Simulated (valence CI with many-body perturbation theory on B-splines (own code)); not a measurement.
# E1 line list for Os XXVII

Level of theory: valence CI with perturbative core correlation (CI+MBPT): four valence electrons over a frozen Dirac-Fock core [Kr] 4d10, radial functions for each j: 7 s, 7 p, 7 d, 7 f, 4 g, 2 h, with the one-electron correlation potential Σ1 (screened to all orders), the two-electron term Σ2, the three-electron term Σ3, Breit, model QED; selected single and double excitations, second order for the rest, scaled by the run's own slope (own B-spline code, finite nucleus).

The last digits are not significant, and no measured levels were compared; by estimate large intervals hold to a few tenths of a per cent, small ones and those within an open d or f shell to about a per cent. Excitations out of the core, of the other parity, are not computed and may begin above about 171 eV (a cautious bound); beyond it only levels of the ground parity were kept, without lifetimes.

Lines 51 to 100 of 364 in falling wavelength, among levels below 171.12 eV, chosen from the strongest by gf and those to the six lowest levels. Wavelengths and rates use the calculated energies. Electric multipoles are in the length gauge, E1 and E2 with the static RPA response of the core. Weak lines are less certain than strong ones. Lines between different terms over intervals too small for the method are left out, as are lines whose strength nearly cancels. Where a level lies close to another of its J and parity, the split of strength between their lines is uncertain. The highest levels of a list are the least certain.

Levels are named by their leading jj configuration (3d3/2^4 stands for four electrons in 3d with j = 3/2), which in mixed levels can hold well under half, so a name can repeat and another be missing. Letters in brackets count levels of one name in rising energy.

```
λ vac (Å)                          Upper                       Lower   A (s⁻¹)  S (a.u.) with core polarisation  S without
    344.4  (4f5/2^2 4f7/2 5p1/2) J=5 [a]  (4f5/2^2 4f7/2 5s) J=6 [c]  7.64e+05                         1.69e-04   2.16e-04
    344.1            (4f5/2^3 5p1/2) J=2  (4f5/2^2 4f7/2 5s) J=2 [e]  8.52e+06                         8.57e-04   1.11e-03
    343.8      (4f5/2^2 4f7/2 5p1/2) J=2  (4f5/2 4f7/2^2 5s) J=2 [b]  4.22e+06                         4.23e-04   5.46e-04
    343.4            (4f5/2^3 5p1/2) J=4  (4f5/2^2 4f7/2 5s) J=3 [d]  1.41e+07                         2.54e-03   3.29e-03
    343.0  (4f5/2^2 4f7/2 5p1/2) J=5 [a]  (4f5/2 4f7/2^2 5s) J=4 [c]  2.45e+07                         5.37e-03   6.95e-03
    342.9      (4f5/2 4f7/2^2 5p1/2) J=6  (4f5/2 4f7/2^2 5s) J=5 [d]  8.03e+06                         2.08e-03   2.68e-03
    342.2            (4f5/2^3 5p1/2) J=2  (4f5/2 4f7/2^2 5s) J=1 [a]  8.67e+05                         8.58e-05   1.11e-04
    341.9  (4f5/2^2 4f7/2 5p1/2) J=5 [b]  (4f5/2 4f7/2^2 5s) J=5 [d]  4.97e+06                         1.08e-03   1.39e-03
    341.5      (4f5/2^2 4f7/2 5p1/2) J=1  (4f5/2 4f7/2^2 5s) J=1 [c]  6.55e+06                         3.86e-04   4.99e-04
    341.4            (4f5/2^3 5p1/2) J=4  (4f5/2 4f7/2^2 5s) J=5 [a]  5.32e+05                         9.41e-05   1.20e-04
    340.6  (4f5/2^2 4f7/2 5p1/2) J=5 [b]  (4f5/2 4f7/2^2 5s) J=4 [d]  4.04e+05                         8.67e-05   1.12e-04
    339.8      (4f5/2^2 4f7/2 5p1/2) J=3  (4f5/2 4f7/2^2 5s) J=2 [b]  8.77e+05                         1.19e-04   1.52e-04
    338.5            (4f5/2^3 5p1/2) J=1  (4f5/2^2 4f7/2 5s) J=2 [e]  1.32e+06                         7.60e-05   1.01e-04
    338.2      (4f5/2^2 4f7/2 5p1/2) J=1  (4f5/2 4f7/2^2 5s) J=2 [b]  1.68e+06                         9.64e-05   1.25e-04
    336.8      (4f5/2 4f7/2^2 5p1/2) J=6        (4f7/2^3 5s) J=5 [a]  2.13e+06                         5.23e-04   6.78e-04
    336.7            (4f5/2^3 5p1/2) J=1  (4f5/2 4f7/2^2 5s) J=1 [a]  1.00e+07                         5.65e-04   7.32e-04
    336.6      (4f5/2^2 4f7/2 5p1/2) J=6  (4f5/2 4f7/2^2 5s) J=5 [c]  3.30e+06                         8.08e-04   1.04e-03
    335.2            (4f5/2^3 5p1/2) J=5  (4f5/2^2 4f7/2 5s) J=4 [b]  6.15e+06                         1.26e-03   1.62e-03
    333.7      (4f5/2 4f7/2^2 5p1/2) J=6  (4f5/2 4f7/2^2 5s) J=6 [c]  2.79e+05                         6.66e-05   8.52e-05
    333.4      (4f5/2^2 4f7/2 5p1/2) J=1  (4f5/2 4f7/2^2 5s) J=1 [b]  4.24e+06                         2.33e-04   3.00e-04
    332.9  (4f5/2^2 4f7/2 5p1/2) J=5 [b]  (4f5/2 4f7/2^2 5s) J=6 [c]  1.23e+06                         2.47e-04   3.17e-04
    332.4  (4f5/2^2 4f7/2 5p1/2) J=5 [a]  (4f5/2 4f7/2^2 5s) J=4 [b]  1.38e+06                         2.75e-04   3.59e-04
    331.5            (4f5/2^3 5p1/2) J=2  (4f5/2^2 4f7/2 5s) J=2 [d]  1.62e+07                         1.46e-03   1.88e-03
    331.4            (4f5/2^3 5p1/2) J=4  (4f5/2^2 4f7/2 5s) J=3 [c]  2.97e+07                         4.80e-03   6.21e-03
    331.2      (4f5/2^2 4f7/2 5p1/2) J=3  (4f5/2 4f7/2^2 5s) J=4 [d]  1.46e+06                         1.83e-04   2.37e-04
    328.9            (4f5/2^3 5p1/2) J=2  (4f5/2 4f7/2^2 5s) J=3 [a]  4.09e+06                         3.59e-04   4.63e-04
    328.8      (4f5/2^2 4f7/2 5p1/2) J=2  (4f5/2 4f7/2^2 5s) J=2 [a]  1.01e+07                         8.89e-04   1.14e-03
    328.5            (4f5/2^3 5p1/2) J=2  (4f5/2^2 4f7/2 5s) J=1 [c]  1.13e+06                         9.89e-05   1.25e-04
    327.9  (4f5/2^2 4f7/2 5p1/2) J=5 [a]  (4f5/2 4f7/2^2 5s) J=5 [b]  2.08e+06                         3.97e-04   5.10e-04
    327.8  (4f5/2^2 4f7/2 5p1/2) J=5 [a]  (4f5/2 4f7/2^2 5s) J=4 [a]  1.31e+06                         2.51e-04   3.20e-04
    327.3      (4f5/2^2 4f7/2 5p1/2) J=6  (4f5/2^2 4f7/2 5s) J=7 [b]  1.15e+07                         2.58e-03   3.31e-03
    326.3            (4f5/2^3 5p1/2) J=1  (4f5/2^2 4f7/2 5s) J=2 [d]  5.55e+06                         2.86e-04   3.74e-04
    325.9      (4f5/2^2 4f7/2 5p1/2) J=6  (4f5/2 4f7/2^2 5s) J=6 [b]  3.36e+07                         7.46e-03   9.58e-03
    325.5      (4f5/2 4f7/2^2 5p1/2) J=6  (4f5/2^2 4f7/2 5s) J=5 [c]  6.43e+05                         1.42e-04   1.87e-04
    325.5      (4f5/2^2 4f7/2 5p1/2) J=4  (4f5/2 4f7/2^2 5s) J=3 [b]  4.98e+06                         7.63e-04   9.85e-04
    325.3            (4f5/2^3 5p1/2) J=3  (4f5/2^2 4f7/2 5s) J=2 [e]  1.81e+07                         2.16e-03   2.78e-03
    325.2      (4f5/2^2 4f7/2 5p1/2) J=3  (4f5/2 4f7/2^2 5s) J=2 [a]  3.52e+06                         4.19e-04   5.36e-04
    324.7      (4f5/2^2 4f7/2 5p1/2) J=7  (4f5/2^2 4f7/2 5s) J=6 [c]  3.81e+06                         9.67e-04   1.24e-03
    324.7  (4f5/2^2 4f7/2 5p1/2) J=5 [b]  (4f5/2^2 4f7/2 5s) J=5 [c]  4.30e+06                         8.00e-04   1.02e-03
    324.5      (4f5/2^2 4f7/2 5p1/2) J=6  (4f5/2 4f7/2^2 5s) J=6 [a]  3.78e+06                         8.29e-04   1.06e-03
    323.6      (4f5/2^2 4f7/2 5p1/2) J=1  (4f5/2 4f7/2^2 5s) J=2 [a]  7.94e+06                         3.98e-04   5.11e-04
    323.4            (4f5/2^3 5p1/2) J=1  (4f5/2^2 4f7/2 5s) J=1 [c]  4.68e+07                         2.34e-03   3.02e-03
    323.2            (4f5/2^3 5p1/2) J=5  (4f5/2^2 4f7/2 5s) J=5 [b]  5.39e+06                         9.88e-04   1.27e-03
    322.8      (4f5/2^2 4f7/2 5p1/2) J=2  (4f5/2 4f7/2^2 5s) J=3 [b]  1.64e+06                         1.36e-04   1.74e-04
    322.6            (4f5/2^3 5p1/2) J=5  (4f5/2^2 4f7/2 5s) J=4 [a]  2.83e+07                         5.16e-03   6.63e-03
    322.4      (4f5/2^2 4f7/2 5p1/2) J=2  (4f5/2^2 4f7/2 5s) J=2 [e]  9.18e+06                         7.59e-04   9.86e-04
    322.3            (4f5/2^3 5p1/2) J=2  (4f5/2^2 4f7/2 5s) J=1 [b]  1.05e+06                         8.69e-05   1.11e-04
    322.2      (4f5/2^2 4f7/2 5p1/2) J=4  (4f5/2^2 4f7/2 5s) J=5 [c]  8.09e+06                         1.20e-03   1.54e-03
    322.0            (4f5/2^3 5p1/2) J=4  (4f5/2^2 4f7/2 5s) J=3 [b]  1.56e+06                         2.32e-04   3.06e-04
    321.6      (4f5/2 4f7/2^2 5p1/2) J=6  (4f5/2^2 4f7/2 5s) J=6 [c]  9.10e+05                         1.94e-04   2.55e-04
```
